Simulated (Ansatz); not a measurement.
Mulliken charges of `N[Si](O)(F)F` from PBE/def2-TZVPP in Ansatz (PBE0-D4/def2-TZVP geometry).

```tsv
atom	x (Å)	y (Å)	z (Å)	charge (e)
N1	-0.442	1.047	0.335	-0.388
Si2	0.150	-0.326	-0.443	0.745
O3	0.387	-1.559	0.579	-0.336
F4	-0.788	-0.930	-1.563	-0.267
F5	1.475	0.124	-1.183	-0.275
H6	-1.266	1.005	0.912	0.159
H7	-0.312	1.959	-0.068	0.165
H8	0.887	-1.377	1.375	0.197
```

Q: By hand: the dipole of these point charges (1 e Å = 4.8032 D).

A: Σ q r = (-0.120, 0.301, 0.493) e Å, of length 0.590 e Å = 2.83 D.

Q: How does the dipole of the full density compare? (Best estimate.)

A: Ansatz gave: (-0.106, 0.386, 0.510) e Å, 3.11 D; the point charges give 0.91 times that, at 6° from its direction.

Point charges leave out the atoms' own dipoles, such as those of lone pairs, and Mulliken's split depends on the basis, so the close match here is no proof of good charges.
